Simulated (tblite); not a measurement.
C8H10S.
Bonds: C1–C2, C2–S3 (double), C2–C4, C4–C5 (double), C5–C6, C6–C7 (double), C7–C8, C8–C9, C4–C9. Hydrogens: H10, H11, H12 on C1; H13 on C5; H14 on C6; H15 on C7; H16, H17 on C8; H18, H19 on C9.

The geometry is computed with GFN2-xTB (gas phase).

Task: List the bond lengths, angles and torsions at this level.

Result: 
| bond | length (Å) |
| --- | --- |
| C1–C2 | 1.497 |
| C2=S3 | 1.647 |
| C2–C4 | 1.435 |
| C4=C5 | 1.358 |
| C5–C6 | 1.436 |
| C6=C7 | 1.338 |
| C7–C8 | 1.494 |
| C8–C9 | 1.526 |
| C4–C9 | 1.508 |
| C1–H10, C1–H11, C1–H12 | 1.089 |
| C5–H13 | 1.079 |
| C6–H14 | 1.080 |
| C7–H15 | 1.080 |
| C8–H16, C8–H17 | 1.094 |
| C9–H18, C9–H19 | 1.093 |

Bonds in one row agree within 0.01 Å and their mean is given. A selection of angles:
| angle | degrees |
| --- | --- |
| C2–C1–H10 | 109.7 |
| C2–C1–H11 | 110.6 |
| H10–C1–H11 | 108.7 |
| H11–C1–H12 | 108.3 |
| C1–C2–S3 | 118.5 |
| C1–C2–C4 | 120.1 |
| S3–C2–C4 | 121.3 |
| C2–C4–C5 | 122.6 |
| C2–C4–C9 | 119.1 |
| C5–C4–C9 | 118.1 |
| C4–C5–C6 | 121.4 |
| C4–C5–H13 | 121.3 |
| C6–C5–H13 | 117.3 |
| C5–C6–C7 | 120.7 |
| C5–C6–H14 | 118.0 |
| C7–C6–H14 | 121.3 |
| C6–C7–C8 | 120.3 |
| C6–C7–H15 | 121.4 |
| C8–C7–H15 | 118.1 |
| C7–C8–C9 | 111.0 |
| C7–C8–H16 | 110.8 |
| C7–C8–H17 | 108.1 |
| C9–C8–H16 | 109.9 |
| H16–C8–H17 | 107.1 |
| C8–C9–H18 | 109.7 |
| C4–C9–C8 | 111.9 |
| C4–C9–H18 | 107.7 |
| C4–C9–H19 | 109.9 |
| H18–C9–H19 | 107.2 |

Torsions: C1–C2–C4–C5 3° (synperiplanar); C2–C4–C5–C6 178° (antiperiplanar); C4–C5–C6–C7 15° (synperiplanar); C5–C6–C7–C8 1° (synperiplanar); C6–C7–C8–C9 -32° (synclinal); C7–C8–C9–C4 46° (synclinal); C2–C4–C9–C8 151° (antiperiplanar). The mirror-image conformer, all signs reversed, is as good.

The 6-membered ring C4–C5–C6–C7–C8–C9 has internal angles of 111.0° to 121.4°; it is puckered, 0.17 Å rms from its mean plane, widest ring torsion 46°. Of the pairs four or more bonds apart, S3···H19 is among the closest relative to their van der Waals radii: 2.55 Å, 85 % of the sum of Bondi's values. The 8 C–C bonds span 1.338 Å (C6=C7, drawn double) to 1.526 Å (C8–C9, drawn single), a spread of 0.188 Å.

Point group: C1 (no symmetry element, even within 0.4 Å). Its GFN2-xTB frequencies are all real (lowest 46 cm⁻¹). The numbers are those of one conformer.
